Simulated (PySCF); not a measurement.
C2H6Se2.

```xyz
10

C      1.8684    -0.7620     1.0915
Se     1.1002     0.3741    -0.3111
Se    -1.1002    -0.3741    -0.3111
C     -1.8684     0.7620     1.0915
H      2.9395    -0.5119     1.1363
H      1.7459    -1.8205     0.8283
H      1.4021    -0.5478     2.0622
H     -2.9395     0.5119     1.1363
H     -1.7459     1.8205     0.8283
H     -1.4021     0.5478     2.0622
```

Coordinates come from a r2SCAN-D4/def2-SVP optimisation. One conformer was computed; it need not be the lowest.

Calculation: PBE0/pcSseg-1 (PySCF). Non-relativistic, no solvent.

Computed absolute GIAO shielding of each atom: isotropic value and principal components (ppm):
| atom | σ(iso) | σ11 | σ22 | σ33 | span |
|---|---|---|---|---|---|
| C1 | 162.9 | 134.2 | 167.2 | 187.2 | 53.0 |
| Se2 | 1459.7 | 1163.7 | 1203.6 | 2011.6 | 847.9 |
| Se3 | 1459.7 | 1163.7 | 1203.6 | 2011.6 | 847.9 |
| C4 | 162.9 | 134.2 | 167.2 | 187.2 | 53.0 |
| H5 | 29.6 | 23.5 | 25.9 | 39.5 | 16.0 |
| H6 | 29.0 | 23.5 | 26.7 | 36.8 | 13.3 |
| H7 | 28.8 | 22.9 | 27.4 | 36.2 | 13.4 |
| H8 | 29.6 | 23.5 | 25.9 | 39.5 | 16.0 |
| H9 | 29.0 | 23.5 | 26.7 | 36.8 | 13.3 |
| H10 | 28.8 | 22.9 | 27.4 | 36.2 | 13.4 |
